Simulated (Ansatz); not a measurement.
Basis sets compared for the cluster Ga₄O₈H₄ (the lowest singlet isomer of a short search). The state is a singlet with charge 0. Geometry PBE-D4/def2-SVP. Ansatz on 4 threads of Arm Neoverse N1 on a shared host; times are rough, and most runs start from earlier orbitals.

| atom | x (Å) | y (Å) | z (Å) |
| --- | --- | --- | --- |
| Ga1 | -0.177 | 0.190 | 0.089 |
| Ga2 | 1.356 | 0.177 | 2.836 |
| Ga3 | 2.276 | -1.651 | 0.389 |
| Ga4 | -2.425 | 1.249 | -1.535 |
| O5 | 3.433 | -2.852 | -0.258 |
| O6 | -0.619 | 1.711 | -1.073 |
| O7 | -2.022 | -0.257 | -0.412 |
| O8 | -3.901 | 2.276 | -1.782 |
| O9 | 0.922 | -1.040 | -0.649 |
| O10 | -3.401 | 1.372 | -3.060 |
| O11 | 2.442 | -1.057 | 2.078 |
| O12 | 0.033 | 0.809 | 1.771 |
| H13 | -0.398 | 2.626 | -0.819 |
| H14 | 3.212 | -3.059 | -1.186 |
| H15 | 1.549 | 0.661 | 4.299 |
| H16 | -2.278 | -1.156 | -0.686 |

The restricted singlet is unstable towards broken spin symmetry in Hartree–Fock (as tested in another run); at PBE-D4/def2-SVP, PBE-D4/def2-TZVP, PBE0-D4/def2-SVP, PBE0-D4/def2-TZVP this wasn't settled. The structure comes from a short search, and lower isomers may exist.

Binding counts from free atoms (Ga doublet, O triplet, H doublet) in the same basis, without a counterpoise term.

| level | functions | energy (Eh) | HOMO (eV) | LUMO (eV) | binding per atom (eV) | wall time |
| --- | --- | --- | --- | --- | --- | --- |
| PBE-D4/def2-SVP | 260 | -8300.6310 | -4.52 | -2.87 | 3.82 | 9.5 s |
| PBE0-D4/def2-SVP | 260 | -8300.7507 | -6.36 | -2.03 | 3.62 | 24 s |

Estimate the rows for PBE-D4/def2-TZVP, PBE0-D4/def2-TZVP (with forces).


```tsv
level	functions	energy (Eh)	HOMO (eV)	LUMO (eV)	binding per atom (eV)	wall time
PBE-D4/def2-TZVP	464	-8302.3646	-4.85	-3.04	3.79	23 s
PBE0-D4/def2-TZVP (with forces)	464	-8302.4800	-6.58	-2.17	3.60	98 s
```
